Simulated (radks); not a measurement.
Values are calculated unless marked as measured or tabulated.
All-electron atom: Cs3+ in [Kr] 4d10 5s2 5p3 6s1 (not the ground configuration).

Code: a radial shooting solver on a logarithmic mesh with Libxc functionals. Model: Dirac Kohn-Sham, LDA (Slater exchange, Perdew-Wang correlation), spin-unpolarised, spherical densities, finite nucleus; open shells fill j = l - 1/2 first; Fermi nuclear charge, rms radius 4.8041 fm.

Energy parts (eV):
part                      energy
total                 -211728.61
kinetic                225410.48
electron-nucleus      -513240.74
Hartree                 81144.25
exchange-correlation    -5042.59

Orbitals (lengths in bohr, moments of r in powers of bohr; <r^-3> diverges for s and p1/2):
orbital,occ.,eigenvalue (eV),<r^-3>,<r^4>
1s1/2,2,-35765.79,-,2.252e-06
2s1/2,2,-5639.180,-,0.0003779
2p1/2,2,-5310.161,-,0.0002395
2p3/2,4,-4958.345,5919,0.0002916
3s1/2,2,-1199.764,-,0.01593
3p1/2,2,-1061.981,-,0.01501
3p3/2,4,-994.5830,1161,0.01746
3d3/2,4,-751.4306,187.9,0.01383
3d5/2,6,-737.1038,172.6,0.01450
4s1/2,2,-254.2414,-,0.4346
4p1/2,2,-204.7276,-,0.5254
4p3/2,4,-190.8231,239.9,0.6106
4d3/2,4,-110.0733,31.00,1.046
4d5/2,6,-107.7559,28.22,1.098
5s1/2,2,-58.1263,-,13.33
5p1/2,2,-44.7151,-,20.99
5p3/2,1,-42.5669,37.15,24.18
6s1/2,1,-21.1727,-,267.3

The highest occupied level is 6s1/2 at -21.173 eV. The density falls to 0.001 e/bohr^3 at r = 4.45 bohr. Summed over all electrons, <r^2> = 46.31 bohr^2, which gives a Langevin (diamagnetic) susceptibility term of -36.7 x 10^-6 cm^3/mol. The electron density at the nucleus is 2.951e+05 e/bohr^3.
